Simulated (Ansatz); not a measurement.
Basis sets compared for Li2Br2. Total charge 0; singlet. Geometry PBE0-D4/def2-TZVP. Ansatz on 2 threads of Arm Neoverse V1 on a shared host; times are rough, and most runs start from earlier orbitals.

Cartesian coordinates in Å:
```
Li -1.1520 0.6327 0.2473
Li 1.1519 -0.6329 -0.2472
Br 0.8479 0.9857 1.4271
Br -0.8478 -0.9855 -1.4272
```

The 6-31G sets use Cartesian d functions. B3LYP takes the VWN-RPA correlation. The structure comes from a short search, and lower isomers may exist.

Binding counts from free atoms (Li doublet, Br doublet) in the same basis, without a counterpoise term.

| level | functions | energy (Eh) | HOMO (eV) | LUMO (eV) | binding per atom (eV) | wall time |
| --- | --- | --- | --- | --- | --- | --- |
| HF/STO-3G | 46 | -5104.3101 | -8.13 | 2.91 | 2.76 | 0.4 s |
| HF/6-31G | 76 | -5159.2357 | -10.57 | 0.53 | 2.00 | 1.8 s |
| HF/def2-TZVP | 124 | -5159.9731 | -10.47 | 0.63 | 2.12 | 1.6 s |
| PBE-D4/def2-SVP | 82 | -5162.1209 | -6.15 | -1.37 | 2.71 | 1.5 s |
| PBE-D4/def2-TZVP | 124 | -5162.7559 | -6.39 | -1.43 | 2.66 | 1.6 s |
| r2SCAN-D4/def2-TZVP (with forces) | 124 | -5163.5418 | -6.70 | -0.79 | 2.70 | 4.3 s |
| B3LYP-D4/6-31G | 76 | -5162.9056 | -7.41 | -1.29 | 2.53 | 3 s |
| B3LYP-D4/def2-TZVP (with forces) | 124 | -5163.6583 | -7.36 | -1.15 | 2.66 | 2.9 s |
| PBE0-D4/def2-SVP | 82 | -5162.3152 | -7.45 | -0.84 | 2.71 | 3.5 s |
| PBE0-D4/def2-TZVP | 124 | -5162.9480 | -7.63 | -0.88 | 2.65 | 3.2 s |

**Question.** Estimate the rows for PBE-D4/def2-TZVPD, r2SCAN-D4/def2-TZVPD, PBE0-D4/def2-TZVPD.

**Answer.** 
| level | functions | energy (Eh) | HOMO (eV) | LUMO (eV) | binding per atom (eV) | wall time |
| --- | --- | --- | --- | --- | --- | --- |
| PBE-D4/def2-TZVPD | 148 | -5162.7571 | -6.39 | -1.45 | 2.66 | 2.6 s |
| r2SCAN-D4/def2-TZVPD | 148 | -5163.5432 | -6.69 | -0.80 | 2.71 | 5.5 s |
| PBE0-D4/def2-TZVPD | 148 | -5162.9493 | -7.63 | -0.92 | 2.66 | 4.7 s |
